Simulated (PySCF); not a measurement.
AlOBr, SMILES [O]=[Al][Br]. Geometry optimised at PBE-D3(BJ)/def2-TZVP.

Computed with PySCF with PBE-D3(BJ)/def2-TZVP.

Harmonic wavenumbers (cm⁻¹): 157, 157, 359, 1067. Rotational constants (GHz): 2.016 (linear); symmetry number 1.

Task: Work out the zero-point energy and the ideal-gas rigid-rotor harmonic-oscillator thermochemistry at 298.15 K and 1 atm.

Result: ZPE = ½ Σ hcν = ½ × 1740 cm⁻¹ = 10.41 kJ/mol. H − E(el) = 23.40 kJ/mol. Entropy in J/(mol K): translation 168.75, rotation 75.11, vibration 26.67, total 270.53. G − E(el) = -57.26 kJ/mol. Cp = 52.76 J/(mol K).
